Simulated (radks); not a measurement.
The mean radii <r> (bohr) of the occupied orbitals of an atom or ion are listed with their occupations. Method: scalar-relativistic Kohn-Sham, r2SCAN, spin-polarised, spherical densities, finite nucleus; meta-GGA in the generalised Kohn-Sham scheme; Fermi nuclear charge, rms radius of each element as measured or else 0.836 A^(1/3) + 0.57 fm; computed with a radial shooting solver on a logarithmic mesh with Libxc functionals.

orbital  occ.      <r>
1s up       1  0.09687
1s down     1  0.09686
2s up       1   0.4760
2s down     1   0.4760
2p up       3   0.4402
2p down     3   0.4401
3s up       1    1.527
3s down     1    1.530
3p up       1    1.660

Name the element and its charge. Open shells, if any, are filled with parallel spins first.

Answer. Z = 16, sulfur, charge +3: S3+ in [Ne] 3s2 3p1. The 1s radius gives Z: for a bare nucleus <r> = (2 gamma + 1)/(2Z) with gamma = sqrt(1 - (Z/c)^2), 0.09332 bohr for Z = 16, and screening makes it slightly larger (0.09687 here). The occupations add up to 13, and the charge is Z minus that.
